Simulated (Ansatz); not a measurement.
A geometry optimisation of CH5BeFSi with B3LYP-D3(BJ)/def2-SVP

The starting geometry of this gas-phase singlet was optimised with GFN2-xTB.

```csv
atom,x (Å),y (Å),z (Å)
C,2.4484,0.9542,0.0184
Be,1.8165,2.4683,-0.4539
F,0.2942,1.8477,1.5327
Si,0.8672,0.4609,0.9204
H,1.3081,3.5576,-0.8925
H,3.2661,0.9375,0.7395
H,2.7017,0.1810,-0.7043
H,-0.2106,0.0056,0.0534
H,1.0227,-0.3978,2.0865
```

**Question.** Predict what becomes of its bonds when it is optimised with B3LYP-D3(BJ)/def2-SVP.

**Answer.** It keeps its bonds, and is `[BeH][CH2][SiH2]F`.

The energy falls by 0.29 eV over 13 steps:

```
step  E − E(last) (eV)
   1             0.287
   2             0.083
   4             0.036
   5             0.009
   6             0.005
   8             0.001
   9             0.000
  10             0.000
  12             0.000
  13             0.000
```

Final geometry (Å):

```xyz
9

C     2.2461    1.0625    0.0783
Be    1.9883    2.5543   -0.6418
F     0.0887    1.6268    1.8291
Si    0.7971    0.3844    1.0266
H     1.8036    3.7278   -1.2342
H     3.1051    1.1556    0.7718
H     2.5368    0.3182   -0.6894
H    -0.2250   -0.1884    0.1063
H     1.1736   -0.6265    2.0534
```

Frequencies at the end are all real (lowest 62 cm⁻¹). Run with Ansatz 0.2.0, 34 s on 1 thread of Arm Neoverse V1 (shared host).
